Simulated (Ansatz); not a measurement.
Two structures of GaSiH7O, closed shell, reached by relaxing down either side of one saddle point (PBE0-D4/def2-TZVP). Energies are electronic, without zero-point energy. Computed with Ansatz 0.2.0 (basis: def2-TZVPP and def2-QZVPP); correlated methods freeze the cores. Filled d shells of the heavier atoms are correlated. The def2 sets are not built for correlating such inner shells, so the correlated values are less sure here. Extrapolation: Hartree–Fock as exp(−7.88 √X), correlation as X^−2.97. First:

```tsv
atom	x (Å)	y (Å)	z (Å)
Ga1	-0.4344	0.1402	-1.5240
O2	0.3240	1.6872	-2.0241
H3	0.3934	-1.1768	-1.7177
H4	-1.9268	0.2703	-1.0949
H5	0.3314	0.4212	0.6149
Si6	0.0769	-0.5184	1.7535
H7	1.2305	1.5924	-2.3219
H8	1.3883	-1.0260	2.2218
H9	-0.7728	-1.6313	1.2685
H10	-0.6106	0.2412	2.8239
```

Second:

```
atom    x (Å)    y (Å)    z (Å)
 Ga1  -0.4610  -0.5138  -1.0152
  O2   0.1563   1.5956  -0.9289
  H3   0.6799  -0.9405  -2.0226
  H4  -1.9246  -0.3300  -1.5536
  H5   0.5046   1.7573  -0.0436
 Si6  -0.0548  -0.8298   1.3538
  H7   0.8751   1.7616  -1.5474
  H8   0.9409  -1.8866   1.6922
  H9  -1.2601  -1.0682   2.1973
 H10   0.5435   0.4546   1.8680
```

Problem. Which bonds change from the first to the second?

Solution. GaH₃O ([OH][GaH2]) + SiH₄ → GaSiH₅ ([SiH3][GaH2]) + H₂O (still joined by a long Ga–O bond); bonds formed: Ga1–Si6, O2–H5; bonds broken: H5–Si6; bonds weakened to dative contacts: Ga1–O2.

Problem. Give the saddle point's structure and its height above each. (An estimate is asked for; the value comes from the calculation.)

Solution. Computed: 32.16 kcal/mol above the first and 31.22 kcal/mol above the second (CCSD(T) at an estimated basis limit (MP2 extrapolated from triple and quadruple zeta, plus CCSD(T) − MP2 in triple zeta)).
```xyz
10
angstrom
Ga -0.5891 -0.1734 -1.2150
O 0.4532 1.4782 -1.1131
H 0.2094 -1.3148 -1.9185
H -2.1128 0.1292 -1.1775
H 0.4362 0.7942 0.0178
Si 0.0950 -0.3685 1.3883
H 1.3261 1.4107 -1.5142
H 1.4505 -0.7840 1.8413
H -0.7120 -1.6237 1.2476
H -0.5565 0.4520 2.4432
```

No T1 diagnostic of these runs exceeds 0.015. The start structure is not quite a true minimum (one mode of 57i cm⁻¹).

Labels in which every atom is bracketed show which atoms are joined, not bond orders.

For scale, one of the runs: CCSD(T)/def2-TZVPP, 219 basis functions, launched by `ansatz run in.yaml --threads 4 --pin off --events-out ev --progress --plain --max-ram 9574MiB`. Hardware: 4 CPU threads of an Arm Neoverse V2, shared host. Wall time 63 s; peak host memory 3.2 GiB.
